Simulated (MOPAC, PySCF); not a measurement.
C₉H₁₀BNSi, SMILES `n1cccc2c1c(B)ccc2[SiH3]`, neutral singlet in the gas phase. 

Cartesian coordinates (Å):
SMILES: c12c([SiH3])ccc(B)c2nccc1
```xyz
22

B     -3.1492    -1.3737    -0.0809
C     -1.6271    -1.0822    -0.0519
C     -0.7270    -2.1579    -0.0584
C      0.6769    -1.9784    -0.0293
C      1.2405    -0.7013     0.0072
Si     3.1278    -0.5271     0.0476
C      0.3634     0.4385     0.0141
C      0.8507     1.7767     0.0495
C     -0.0425     2.8346     0.0543
C     -1.4322     2.5403     0.0235
N     -1.9292     1.3143    -0.0097
C     -1.0711     0.2550    -0.0152
H     -3.4984    -2.5417    -0.1141
H     -3.9837    -0.4966    -0.0713
H     -1.1328    -3.1816    -0.0866
H      1.3291    -2.8661    -0.0354
H      3.7195    -1.9075     0.0324
H      3.6293     0.2448    -1.1437
H      3.5801     0.1972     1.2874
H      1.9361     1.9653     0.0726
H      0.3041     3.8783     0.0811
H     -2.1644     3.3693     0.0267
```
Charge 0, multiplicity 1.

All levels are single points at this geometry (PBE-D3(BJ)/def2-SVP); Pople sets use spherical d functions. Orbital energies aren't observables, and empty levels follow the basis.

PBE/6-31G* in PySCF gives gap (eV) = 2.55.

Task: Estimate the gap (eV) from each of these levels: PBE-D3(BJ)/def2-TZVP in PySCF; B3LYP/6-31G* in PySCF; HF/3-21G in PySCF; HF/6-31G* in PySCF; PM7 in MOPAC.

Result: 
```
level                          gap (eV)
-----------------------------  --------
PBE-D3(BJ)/def2-TZVP in PySCF      2.53
B3LYP/6-31G* in PySCF              4.35
HF/3-21G in PySCF                  9.78
HF/6-31G* in PySCF                 9.73
PM7 in MOPAC                       8.02
```
